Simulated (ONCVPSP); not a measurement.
## An all-electron radial function and its pseudo partner (scandium (Sc))

Columns: radius, all-electron u(r) and pseudo u(r) of the 3p shell (level -34.00 eV) of scandium in the configuration [Ne] 3s2 3p6 3d1 4s1.75 4p0.25; PW91, scalar-relativistic, ONCV scheme, ONCVPSP 4.0.1.

```tsv
r (bohr)	all-electron	pseudo
0.110	-0.3937	0.0265
0.220	-0.4801	0.1028
0.330	-0.2107	0.2200
0.440	0.1625	0.3648
0.550	0.4982	0.5213
0.660	0.7468	0.6729
0.770	0.9032	0.8050
0.880	0.9794	0.9060
0.990	0.9945	0.9688
1.100	0.9671	0.9909
1.210	0.9124	0.9745
1.320	0.8423	0.9251
1.430	0.7649	0.8511
1.540	0.6860	0.7618
1.650	0.6093	0.6665
1.760	0.5369	0.5735
1.870	0.4702	0.4890
1.980	0.4098	0.4164
2.090	0.3556	0.3567
2.200	0.3076	0.3076
2.310	0.2653	0.2653
2.420	0.2284	0.2284
2.530	0.1962	0.1962
2.640	0.1684	0.1684
2.750	0.1443	0.1443
2.860	0.1235	0.1235
```

(1) How many radial nodes do the two functions have?

(2) At about which radius was the pseudo-wave matched?

(3) Is the pseudo-wave norm-conserving?

Results:

(1) The all-electron 3p function has n − l − 1 = 1; the pseudo-wave has 0, since the states of the same l below it are removed with the core.

(2) 2.20 bohr, where the columns begin to agree (steps of 0.11 bohr).

(3) Yes: the ONCV scheme keeps the norm inside the radius equal to the all-electron one, which fixes the energy derivative of the logarithmic derivative at the level.
